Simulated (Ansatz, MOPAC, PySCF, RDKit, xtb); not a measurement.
Dimer: HF (SMILES F) (first 2 atoms) with H2 (SMILES [H][H]); geometry from B3LYP-D3(BJ)/def2-TZVP, rigid monomers moved along the line of their centres of mass till H2···H4 is 3.53 Å.
(charge 0, multiplicity 1):
```xyz
4

F     -0.0821     0.1939    -0.5040
H     -0.0694     0.0989     0.4177
H     -0.0687    -0.6168     3.8785
H      0.0304     0.1195     3.9490
```

```json
[
 {"level": "UFF", "interaction energy (meV)": "-2.8", "minus CCSD(T)/CBS(aug-cc-pVTZ, aug-cc-pVQZ)": "5.5", "cost": "-"},
 {"level": "AM1", "interaction energy (meV)": "-0.2", "minus CCSD(T)/CBS(aug-cc-pVTZ, aug-cc-pVQZ)": "8.1", "cost": "-"},
 {"level": "PM6", "interaction energy (meV)": "-0.5", "minus CCSD(T)/CBS(aug-cc-pVTZ, aug-cc-pVQZ)": "7.9", "cost": "-"},
 {"level": "PM7", "interaction energy (meV)": "-3.1", "minus CCSD(T)/CBS(aug-cc-pVTZ, aug-cc-pVQZ)": "5.2", "cost": "-"},
 {"level": "GFN1-xTB", "interaction energy (meV)": "-2.6", "minus CCSD(T)/CBS(aug-cc-pVTZ, aug-cc-pVQZ)": "5.7", "cost": "-"},
 {"level": "GFN2-xTB", "interaction energy (meV)": "-7.9", "minus CCSD(T)/CBS(aug-cc-pVTZ, aug-cc-pVQZ)": "0.4", "cost": "-"},
 {"level": "HF/STO-3G (no counterpoise)", "interaction energy (meV)": "-2.1", "minus CCSD(T)/CBS(aug-cc-pVTZ, aug-cc-pVQZ)": "6.2", "cost": "-"},
 {"level": "HF/3-21G (no counterpoise)", "interaction energy (meV)": "-4.9", "minus CCSD(T)/CBS(aug-cc-pVTZ, aug-cc-pVQZ)": "3.5", "cost": "-"},
 {"level": "HF/6-31G*", "interaction energy (meV)": "-4.1", "minus CCSD(T)/CBS(aug-cc-pVTZ, aug-cc-pVQZ)": "4.3", "cost": "-"},
 {"level": "HF/6-31G* (no counterpoise)", "interaction energy (meV)": "-4.8", "minus CCSD(T)/CBS(aug-cc-pVTZ, aug-cc-pVQZ)": "3.6", "cost": "-"},
 {"level": "HF/aug-cc-pVDZ", "interaction energy (meV)": "-6.4", "minus CCSD(T)/CBS(aug-cc-pVTZ, aug-cc-pVQZ)": "1.9", "cost": "-"},
 {"level": "HF/aug-cc-pVTZ", "interaction energy (meV)": "-6.9", "minus CCSD(T)/CBS(aug-cc-pVTZ, aug-cc-pVQZ)": "1.4", "cost": "-"},
 {"level": "HF/aug-cc-pVQZ", "interaction energy (meV)": "-6.9", "minus CCSD(T)/CBS(aug-cc-pVTZ, aug-cc-pVQZ)": "1.4", "cost": "-"},
 {"level": "PBE-D3(BJ)/def2-TZVPPD", "interaction energy (meV)": "-10.8", "minus CCSD(T)/CBS(aug-cc-pVTZ, aug-cc-pVQZ)": "-2.5", "cost": "×1"},
 {"level": "PBE-D4/def2-TZVPPD", "interaction energy (meV)": "-9.8", "minus CCSD(T)/CBS(aug-cc-pVTZ, aug-cc-pVQZ)": "-1.5", "cost": "×1"},
 {"level": "BP86/6-31G* (no counterpoise)", "interaction energy (meV)": "-2.2", "minus CCSD(T)/CBS(aug-cc-pVTZ, aug-cc-pVQZ)": "6.1", "cost": "-"},
 {"level": "r2SCAN/def2-TZVPPD", "interaction energy (meV)": "-6.0", "minus CCSD(T)/CBS(aug-cc-pVTZ, aug-cc-pVQZ)": "2.3", "cost": "×1"},
 {"level": "r2SCAN-D4/def2-TZVPPD", "interaction energy (meV)": "-6.8", "minus CCSD(T)/CBS(aug-cc-pVTZ, aug-cc-pVQZ)": "1.5", "cost": "×1"},
 {"level": "B3LYP/6-31G*", "interaction energy (meV)": "-3.2", "minus CCSD(T)/CBS(aug-cc-pVTZ, aug-cc-pVQZ)": "5.2", "cost": "-"},
 {"level": "B3LYP/6-31G* (no counterpoise)", "interaction energy (meV)": "-4.2", "minus CCSD(T)/CBS(aug-cc-pVTZ, aug-cc-pVQZ)": "4.1", "cost": "-"},
 {"level": "B3LYP/6-311+G** (no counterpoise)", "interaction energy (meV)": "-4.5", "minus CCSD(T)/CBS(aug-cc-pVTZ, aug-cc-pVQZ)": "3.8", "cost": "-"},
 {"level": "B3LYP-D3(BJ)/def2-TZVPPD", "interaction energy (meV)": "-7.8", "minus CCSD(T)/CBS(aug-cc-pVTZ, aug-cc-pVQZ)": "0.5", "cost": "×1"},
 {"level": "B3LYP-D4/def2-TZVPPD", "interaction energy (meV)": "-6.4", "minus CCSD(T)/CBS(aug-cc-pVTZ, aug-cc-pVQZ)": "1.9", "cost": "×1"},
 {"level": "PBE0/def2-TZVPPD", "interaction energy (meV)": "-7.8", "minus CCSD(T)/CBS(aug-cc-pVTZ, aug-cc-pVQZ)": "0.5", "cost": "×1"},
 {"level": "PBE0-D3(BJ)/def2-TZVPPD", "interaction energy (meV)": "-10.0", "minus CCSD(T)/CBS(aug-cc-pVTZ, aug-cc-pVQZ)": "-1.7", "cost": "×1"},
 {"level": "PBE0-D4/def2-TZVPPD", "interaction energy (meV)": "-9.1", "minus CCSD(T)/CBS(aug-cc-pVTZ, aug-cc-pVQZ)": "-0.8", "cost": "×1"},
 {"level": "M06-2X/6-31G* (no counterpoise)", "interaction energy (meV)": "-7.9", "minus CCSD(T)/CBS(aug-cc-pVTZ, aug-cc-pVQZ)": "0.5", "cost": "-"},
 {"level": "wB97X-V/def2-TZVPPD", "interaction energy (meV)": "-8.0", "minus CCSD(T)/CBS(aug-cc-pVTZ, aug-cc-pVQZ)": "0.3", "cost": "×2"},
 {"level": "wB97M-V/def2-TZVPPD", "interaction energy (meV)": "-8.3", "minus CCSD(T)/CBS(aug-cc-pVTZ, aug-cc-pVQZ)": "0.0", "cost": "×2"},
 {"level": "MP2/6-31G*", "interaction energy (meV)": "-4.0", "minus CCSD(T)/CBS(aug-cc-pVTZ, aug-cc-pVQZ)": "4.4", "cost": "-"},
 {"level": "MP2/6-31G* (no counterpoise)", "interaction energy (meV)": "-4.7", "minus CCSD(T)/CBS(aug-cc-pVTZ, aug-cc-pVQZ)": "3.6", "cost": "-"},
 {"level": "MP2/aug-cc-pVTZ", "interaction energy (meV)": "-8.0", "minus CCSD(T)/CBS(aug-cc-pVTZ, aug-cc-pVQZ)": "0.3", "cost": "-"},
 {"level": "MP2/aug-cc-pVQZ", "interaction energy (meV)": "-8.2", "minus CCSD(T)/CBS(aug-cc-pVTZ, aug-cc-pVQZ)": "0.2", "cost": "-"},
 {"level": "MP2/CBS(aug-cc-pVTZ, aug-cc-pVQZ)", "interaction energy (meV)": "-8.2", "minus CCSD(T)/CBS(aug-cc-pVTZ, aug-cc-pVQZ)": "0.1", "cost": "-"},
 {"level": "SCS-MP2/aug-cc-pVDZ", "interaction energy (meV)": "-6.8", "minus CCSD(T)/CBS(aug-cc-pVTZ, aug-cc-pVQZ)": "1.6", "cost": "-"},
 {"level": "SCS-MP2/aug-cc-pVQZ", "interaction energy (meV)": "-7.7", "minus CCSD(T)/CBS(aug-cc-pVTZ, aug-cc-pVQZ)": "0.7", "cost": "-"},
 {"level": "CCSD/aug-cc-pVTZ", "interaction energy (meV)": "-7.9", "minus CCSD(T)/CBS(aug-cc-pVTZ, aug-cc-pVQZ)": "0.5", "cost": "-"},
 {"level": "CCSD(T)/aug-cc-pVTZ", "interaction energy (meV)": "-8.1", "minus CCSD(T)/CBS(aug-cc-pVTZ, aug-cc-pVQZ)": "0.2", "cost": "×10"},
 {"level": "CCSD(T)/aug-cc-pVQZ", "interaction energy (meV)": "-8.3", "minus CCSD(T)/CBS(aug-cc-pVTZ, aug-cc-pVQZ)": "0.1", "cost": "×800*"},
 {"level": "CCSD(T)/CBS(aug-cc-pVTZ, aug-cc-pVQZ)", "interaction energy (meV)": "-8.3", "minus CCSD(T)/CBS(aug-cc-pVTZ, aug-cc-pVQZ)": "0.0", "cost": "×800*"}
]
```

 The comparison column counts from a level with limits of its own.

The rows run from -10.8 (PBE-D3(BJ)/def2-TZVPPD) to -0.2 meV (AM1). In aug-cc-pVQZ the value moves HF -6.9, MP2 -8.2, CCSD(T) -8.3, a shift of -1.3 from HF to CCSD(T). From aug-cc-pVTZ to aug-cc-pVQZ CCSD(T) changes by -0.1. The dispersion term adds -0.8 in r2SCAN-D4, -2.2 in PBE0-D3(BJ), -1.3 in PBE0-D4. The 4 functionals in def2-TZVPPD without D3 or D4 span 2.3, from wB97M-V to r2SCAN.

Monomers are frozen at their geometry in the pair; levels with a basis set take the counterpoise correction. Rows marked so take none. RDKit's UFF carries no charges.

Frozen-core correlation. CBS(a, b) extrapolates the correlation energy as X⁻³ and adds the Hartree–Fock energy of set b. Rows in 3-21G, 6-311+G**, 6-31G*, STO-3G carry no dispersion term and start afresh at each structure (6-31G* with six Cartesian d functions). MP2/6-31G* freezes PySCF's default core. The state that AM1, PM6, PM7 reach isn't checked; PM7 holds dispersion and hydrogen-bond terms.

Programs: Ansatz (a program for electronic structure) with Gaussian orbitals; MOPAC for AM1, PM6, PM7 (differences of heats of formation); PySCF for 3-21G rows, 6-311+G** rows, 6-31G* rows, STO-3G rows, the dispersion terms; RDKit for the force fields; xtb for the GFN methods. 

Costs are rough ratios of core time to PBE/def2-TZVPPD (about 1.2 s over the structures, on one shared machine); a dash marks a level with no comparable run of its own. A star marks coupled-cluster runs past 200 virtual orbitals, where the program's memory plan changes under this machine's limit, so their costs aren't comparable with smaller runs.
